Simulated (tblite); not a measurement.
What does the GFN2-xTB structure of `C[C@H](C=O)[C@@H](C)[S]` [radical] look like in three dimensions? (Doublet state.)

```
atom  x, y, z in Å
C1     1.4140   -0.9155   -0.3196
C2     0.3869    0.1323   -0.7347
C3     0.7413    1.5047   -0.2175
O4     1.7770    1.8262    0.2827
C5    -1.0512   -0.2049   -0.3097
C6    -1.2321   -0.2693    1.2009
S7    -2.1917    1.0053   -1.0289
H8     1.1396   -1.8971   -0.6979
H9     1.5019   -0.9617    0.7622
H10    2.3868   -0.6449   -0.7220
H11    0.3914    0.2255   -1.8299
H12   -0.0924    2.2272   -0.3653
H13   -1.3375   -1.1622   -0.7577
H14   -0.6741   -1.1049    1.6168
H15   -2.2833   -0.4041    1.4453
H16   -0.8843    0.6521    1.6639
```

Any rigid rotation of these coordinates is as good. Atoms count from 1 in this order. The C–C distances run from 1.509 Å (C2–C3, drawn single) to 1.537 Å (C2–C5, drawn single), a spread of 0.028 Å. Of the pairs four or more bonds apart, S7···H12 is among the closest relative to their van der Waals radii: 2.52 Å, 84 % of the sum of Bondi's values. C3 (carbon bonded to C, O and H) is planar (angles 126.3°, 122.0° and 111.7°, sum 360.0°, 0.00 Å off the plane of its three neighbours).

Bonds between heavy atoms (Å): C1–C2 1.525, C2–C3 1.509, C3=O4 1.194, C2–C5 1.537, C5–C6 1.523, C5–S7 1.812.

Computed geometry: GFN2-xTB, gas phase. This method treats the open shell by occupation alone, without spin polarisation.

Point group: C1 (no symmetry element, even within 0.4 Å). Its GFN2-xTB frequencies are all real (lowest 65 cm⁻¹). Torsions: C1–C2–C3–O4 11°, C1–C2–C5–C6 63°.

The run took 0.36 s on one thread, Arm Neoverse V2 (aarch64), shared host with 96 logical CPUs at a one-minute load of 23. This is the geometry optimisation.

One conformer stands for the species.
